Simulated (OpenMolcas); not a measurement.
**Cu2+: moving the ligands**

Cu2+ with 2 ligands (iodide) in linear coordination (D∞h) at 2.6 Å. Ligand basis ANO-RCC-VDZP.

```yaml
Program: OpenMolcas
Method: CASSCF
Basis: ANO-RCC-VTZP [6s5p3d2f1g]
Scalar_Hamiltonian: DKH2, point nucleus
Active_space: 9 electrons in 5 orbitals (3d)
State_averaging: 2S+1 = 2 even, 5 roots
Spin-orbit_coupling: RASSI with atomic mean-field integrals over the reference wave functions
```

Runs around this geometry, states (labels by Λ). Energies in cm-1 above the lowest state or level, χT in cm3 K/mol.

```
R (Å)  Ground state  First state of that spin  First gap with spin-orbit (degeneracies)  χT at 300 K
 2.44            2Σ                  2Π 655.7                              508.1 (2, 2)        1.251
  2.6            2Σ                  2Π 874.5                              716.2 (2, 2)        1.184
 2.76            2Σ                  2Π 911.7                              768.6 (2, 2)        1.182
```

Ligand-to-metal charge-transfer states are missing. No measured value stands beside these numbers; the geometry is a model, was not optimised and need not be the one that this ion takes.
